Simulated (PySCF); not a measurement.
F2Hg, SMILES [F][Hg][F]. Geometry optimised at B3LYP-D3(BJ)/def2-TZVP. The def2 effective core potentials stand for the cores of Hg; spin–orbit coupling is left out.

Q: Give the equilibrium geometry at B3LYP-D3(BJ)/def2-TZVP (PySCF confirms it by a frequency run) as bond lengths and angles, and its point group. (The exact figures need the calculation; the answer reports its results.)

A: point group D∞h.
Atoms: F1 Hg2 F3. Bonds (Å): F1–Hg2 1.935, Hg2–F3 1.935. Angles (°): F1–Hg2–F3 180.0.
Charge 0, spin multiplicity 1.
